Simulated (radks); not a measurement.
Coulomb parameter of the 5d shell of the tungsten ion W3+ in the model configuration [Xe] 4f14 5d2 6s1, as a second difference U = [E(n + 1) + E(n - 1) - 2 E(n)] / (1)^2 with all orbitals relaxed. "Bare": the charge of the atom changes with n. "Screened": the 6s shell takes up the change at fixed total charge, which measures U(5d,5d) + U(6s,6s) - 2 U(5d,6s). Calculated with a radial shooting solver on a logarithmic mesh with Libxc functionals: scalar-relativistic Kohn-Sham, PBE, spin-unpolarised, spherical densities, point nucleus.

[
 {"case": "start", "configuration": "[Xe] 4f14 5d2 6s1", "E - E(n) (eV)": "0.000"},
 {"case": "bare +1", "configuration": "[Xe] 4f14 5d3 6s1", "E - E(n) (eV)": "-27.625"},
 {"case": "bare -1", "configuration": "[Xe] 4f14 5d1 6s1", "E - E(n) (eV)": "39.746"},
 {"case": "screened +1", "configuration": "[Xe] 4f14 5d3", "E - E(n) (eV)": "-3.271"},
 {"case": "screened -1", "configuration": "[Xe] 4f14 5d1 6s2", "E - E(n) (eV)": "4.259"}
]

U(bare) = 12.120 eV, U(screened by 6s) = 0.988 eV, against the Slater integral F0(5d,5d) = 14.351 eV with frozen orbitals.
